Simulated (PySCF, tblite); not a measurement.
A database entry of computed molecular properties. Lists by class give the value and the number of equivalent atoms.

```json
{
 "formula": "C6H11NO2Si",
 "smiles": "C=C[C@@H](OC)[C@H](C#N)O[SiH3]",
 "inchi": "InChI=1S/C6H11NO2Si/c1-3-5(8-2)6(4-7)9-10/h3,5-6H,1H2,2,10H3/t5-,6+/m1/s1",
 "charge": 0,
 "multiplicity": 1,
 "geometry_level": "GFN2-xTB",
 "atoms_angstrom": [
  ["C", -1.737, -1.652, 1.67],
  ["C", -0.743, -0.831, 1.391],
  ["C", -0.696, 0.032, 0.164],
  ["O", -0.116, 1.27, 0.499],
  ["C", -0.481, 2.348, -0.327],
  ["C", 0.172, -0.661, -0.932],
  ["C", -0.403, -1.956, -1.245],
  ["N", -0.866, -2.971, -1.493],
  ["O", 1.491, -0.803, -0.542],
  ["Si", 2.475, 0.301, 0.145],
  ["H", -1.723, -2.274, 2.547],
  ["H", -2.598, -1.747, 1.029],
  ["H", 0.12, -0.742, 2.033],
  ["H", -1.709, 0.171, -0.244],
  ["H", -1.567, 2.497, -0.316],
  ["H", 0.01, 3.225, 0.089],
  ["H", -0.151, 2.21, -1.362],
  ["H", 0.124, -0.047, -1.85],
  ["H", 3.704, -0.458, -0.049],
  ["H", 2.477, 1.556, -0.61],
  ["H", 2.208, 0.551, 1.558]
 ],
 "electronic_structure_code": "PySCF",
 "results": {
  "GFN2-xTB geometry": {
   "point_group": "C1",
   "rotational_constants_GHz": [1.346, 0.948, 0.757]
  },
  "PBE0/pcSseg-1 ground state and GIAO shieldings, non-relativistic": {
   "dipole_D": 4.52,
   "homo_eV": -7.9,
   "lumo_eV": -0.32,
   "shift_vs_computed_TMS_C_by_class_ppm": [
    [140.3, 1],
    [128.4, 1],
    [122.3, 1],
    [91.5, 1],
    [63.1, 1],
    [58.7, 1]
   ],
   "shift_vs_computed_TMS_H_by_class_ppm": [
    [6.37, 1],
    [5.84, 1],
    [5.72, 1],
    [4.94, 3],
    [4.84, 1],
    [3.59, 3],
    [3.58, 1]
   ],
   "shielding_other_nuclei_by_class_ppm": [
    ["N", -45.1, 1],
    ["O", 304.3, 1],
    ["O", 321.3, 1],
    ["Si", 386.9, 1]
   ],
   "charges_hirshfeld_e_by_atom": [-0.08, -0.05, 0.04, -0.1, -0.03, 0.06, 0.08, -0.21, -0.21, 0.36, 0.06, 0.05, 0.05, 0.04, 0.05, 0.06, 0.04, 0.05, -0.09, -0.08, -0.08]
  },
  "GFN2-xTB harmonic vibrations, gas phase": {
   "strongest_ir_bands_cm-1_km_per_mol_modes": [
    [785.3, 183.0, 1],
    [806.2, 218.1, 1],
    [839.9, 387.0, 1],
    [2233.3, 335.0, 1],
    [2281.6, 292.9, 1],
    [2318.3, 222.4, 1]
   ],
   "zpe_kcal_per_mol": 97.4
  }
 }
}
```

With B = h/(8π²I), that is 505.379 GHz u Å² over I, the principal moments of inertia are 375.5, 533.0 and 667.7 u Å² (most abundant isotopes); the inertial defect Ic − Ia − Ib is -240.8 u Å² (zero for a rigid planar frame, negative otherwise). The dipole matches unit charges of opposite sign 0.94 Å apart (1 e·Å = 4.8032 D).

 NMR classes are plain means over equivalent atoms (diastereotopic ones count apart unless rotation or inversion swaps them), as if these changed places fast; in this geometry the members of some classes differ.

Shape of the structure used: `[CH2:1]=[CH:2][C@@H:3]([O:4][CH3:5])[C@H:6]([C:7]#[N:8])[O:9][SiH3:10]`: C1–C2–C3–O4 143°, C2–C3–O4–C5 -155°, C2–C3–C6–C7 59°, C3–C6–O9–Si10 -47°.

One conformer stands for the species.
